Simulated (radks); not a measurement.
Spherical quantum dot in the effective-mass picture: electrons in a hard-walled sphere of radius 7.37, with a point charge +2 (a donor) at the centre, all in effective atomic units (hartree* = m*/eps^2 hartree, bohr* = eps/m* bohr), one dielectric constant everywhere. Method: non-relativistic Kohn-Sham, PBE, spin-polarised, spherical densities; computed with a radial shooting solver with Libxc functionals. Levels are named by radial order and angular momentum (1s, 1p, 1d, 2s, ...), and open shells are averaged over m. Results are scaled to m* = 0.115 and eps = 13.8, for which hartree* = 16.43 meV and bohr* = 6.35 nm. Each electron was tried in the lowest free levels, single moves between levels near the top were tried too, and the lowest total energy was kept; such a search can miss a lower state. At N = 1 the Hartree and exchange-correlation terms need not cancel, so that row can carry a self-interaction error.

N                         open shells  2S   E (meV)  mu = E(N) - E(N-1) (meV)  addition energy mu(N+1) - mu(N) (meV)  rms radius (nm)
1                    1s(up 1, down 0)   1  -32.7617                   -32.762                                  17.99            5.606
2                                none   0  -47.5366                   -14.775                                  16.82            7.112
3                    2s(up 1, down 0)   1  -45.4964                    2.0402                                  3.025            17.41
4                                none   0  -40.4310                    5.0654                                  3.264            21.33
5   1p(up 2, down 0) 2s(up 1, down 0)   3  -32.1017                    8.3293                                  2.562            23.71
6   1p(up 3, down 0) 2s(up 1, down 0)   4  -21.2104                    10.891                                  3.154            25.41
7                    1p(up 3, down 0)   3  -7.16538                    14.045                                  3.152            26.67
8                    1p(up 3, down 1)   2   10.0318                    17.197                                  2.612            27.70
9                    1p(up 3, down 2)   1   29.8407                    19.809                                  2.644            28.54
10                               none   0   52.2932                    22.453                                  4.064            29.25
11                   1d(up 1, down 0)   1   78.8100                    26.517                                  2.589            29.94
12                   1d(up 2, down 0)   2   107.916                    29.106                                  2.598            30.52
13                   1d(up 3, down 0)   3   139.619                    31.703                                  2.601            31.03
14                   1d(up 4, down 0)   4   173.923                    34.305                                  2.602            31.47
15                   1d(up 5, down 0)   5   210.830                    36.906                                  3.226            31.86
16                   1d(up 5, down 1)   4   250.962                    40.132                                  2.543            32.21
17                   1d(up 5, down 2)   3   293.637                    42.675                                  2.554            32.53
18                   1d(up 5, down 3)   2   338.866                    45.229                                  2.559            32.82
19                   1d(up 5, down 4)   1   386.655                    47.788                                  2.563            33.09
20                               none   0   437.005                    50.351                                  4.281            33.33
21                   1f(up 1, down 0)   1   491.637                    54.632                                  2.535            33.58
22                   1f(up 2, down 0)   2   548.804                    57.167                                  2.538            33.80
23                   1f(up 3, down 0)   3   608.508                    59.704                                  2.539            34.01
24                   1f(up 4, down 0)   4   670.752                    62.243                                  2.539            34.21
25                   1f(up 5, down 0)   5   735.534                    64.782                                  2.539            34.39
26                   1f(up 6, down 0)   6   802.855                    67.322                                  2.539            34.56
27                   1f(up 7, down 0)   7   872.716                    69.860                                  3.146            34.72
28                   1f(up 7, down 1)   6   945.722                    73.006                                  2.508            34.87
29                   1f(up 7, down 2)   5   1021.24                    75.514                                  2.511            35.02
30                   1f(up 7, down 3)   4   1099.26                    78.025                                  2.513            35.15
31                   1f(up 7, down 4)   3   1179.80                    80.538                                  2.514            35.28
32                   1f(up 7, down 5)   2   1262.85                    83.052                                  2.515            35.40
33                   1f(up 7, down 6)   1   1348.42                    85.567                                  2.515            35.52
34                               none   0   1436.50                    88.082                                  4.560            35.63
35                   1g(up 1, down 0)   1   1529.14                    92.641                                  2.498            35.75
36                   1g(up 2, down 0)   2   1624.28                    95.140                                  2.499            35.85
37                   1g(up 3, down 0)   3   1721.92                    97.639                                      -            35.96

All shells are closed at N = 2, 4, 10, 20, 34 (there: 1s2 1p6 1d10 2s2 1f14); the second difference of the energy has clear peaks (12 % above both neighbours; the first and last values, which can be the largest, are not judged, and half-filled shells can peak too) at N = 10, 15, 20, 27, 34.
